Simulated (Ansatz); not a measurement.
A geometry relaxed with PBE0-D4/def2-SVP (Ansatz, a program for electronic structure), charge 0, multiplicity 1:

```xyz
18

H     -0.9886    -2.5897    -0.2513
H     -3.5112     0.9056    -0.2899
H     -1.5279     2.3635    -0.0087
C      1.3432    -1.2548     0.0567
Cl     4.0232    -1.1175     0.3274
C      2.4350    -0.4351     0.2125
H      3.1854     1.5894     0.4068
C     -1.4133     1.2777    -0.0622
H      1.4738    -2.3373     0.0049
C      0.0443    -0.6950    -0.0371
C     -0.1118     0.7237     0.0322
C     -2.5131     0.4671    -0.2183
C     -2.3586    -0.9368    -0.2869
H     -3.2391    -1.5716    -0.4110
H      0.9286     2.6152     0.2469
C     -1.1095    -1.5047    -0.1984
C      2.2954     0.9706     0.2827
C      1.0443     1.5296     0.1935
```

**Question.** Write the SMILES of this molecule.

**Answer.** `Clc1ccc2ccccc2c1`
